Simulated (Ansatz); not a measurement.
`CCO[SiH3]`, relaxed with RKS PBE-D4/def2-SVP in Ansatz from a rough embedded geometry. The force threshold is 0.03 eV/Å; the program also tests the step.

Charge 0, multiplicity 1.

Start:

```xyz
12

C    -1.367   -0.130   -1.290
C     0.003   -0.159   -0.659
O    -0.169    0.183    0.686
Si    1.081    0.303    1.733
H    -1.799    0.863   -1.275
H    -1.256   -0.400   -2.424
H    -2.058   -0.835   -0.866
H     0.637    0.598   -1.145
H     0.398   -1.187   -0.746
H     2.074    1.234    1.181
H     1.774   -1.102    1.726
H     0.681    0.633    3.081
```

```csv
step,energy (eV),largest force (eV/Å),largest move (Å)
1,-12114.2915,2.273,0.000
2,-12114.5762,0.634,0.093
3,-12114.5891,0.676,0.044
4,-12114.6137,0.045,0.050
5,-12114.6140,0.020,0.007
```

End:

```xyz
12

C    -1.398   -0.127   -1.349
C    -0.030   -0.159   -0.688
O    -0.164    0.185    0.687
Si    1.150    0.252    1.731
H    -1.845    0.883   -1.268
H    -1.319   -0.393   -2.423
H    -2.083   -0.847   -0.858
H     0.661    0.553   -1.203
H     0.423   -1.175   -0.793
H     2.165    1.271    1.269
H     1.842   -1.087    1.827
H     0.599    0.644    3.068
```

Run time 6 s (4 threads of an Arm Neoverse V1 on a shared host); peak host memory 0.14 GiB.
